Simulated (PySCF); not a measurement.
## A small calculation by hand: chemical shift, span and skew from a shielding tensor

Si(F)2(OH)(OSiH3) (F2H4O2Si2), SMILES O[Si](O[SiH3])(F)F. Atoms are numbered in the order given.

```xyz
10

O      1.7550     1.1590     0.4183
Si     0.7617    -0.1219     0.1426
F      0.2944    -0.8256     1.5304
F      1.5322    -1.2778    -0.6918
O     -0.5525     0.3974    -0.6734
Si    -2.2297     0.4235    -0.4932
H      2.6410     0.9473     0.7588
H     -2.7598    -0.9793    -0.4067
H     -2.7888     1.1114    -1.7005
H     -2.6003     1.1781     0.7515
```
Charge 0, spin multiplicity 1.

The structure is a stationary point at PBE-D3(BJ)/def2-SVP. The structure was generated by enumeration, and PubChem lists no compound with its InChIKey, so it may never have been made. Other conformers were not sampled.

GIAO shieldings from PySCF with KT2/pcSseg-1, non-relativistic, no solvent. The symmetric part of the tensor of Si6 has the principal values 341.0, 348.6, 468.4 ppm. The same nucleus in TMS has σ = 361.9 ppm at this level (PySCF, at its B3LYP-D3(BJ)/def2-TZVP geometry).

Work out the isotropic shielding, the ²⁹Si shift against TMS, the span and the skew.


σ(iso) = (σ11 + σ22 + σ33)/3 = 386.0 ppm. δ = σ(ref) − σ(iso) = 361.9 − (386.0) = -24.1 ppm.
Span Ω = σ33 − σ11 = 127.4 ppm. Skew κ = 3(σ(iso) − σ22)/Ω = 0.88. Tumbling in solution averages the tensor to δ; in a static solid the shielding alone would spread this spin-1/2 line over Ω.
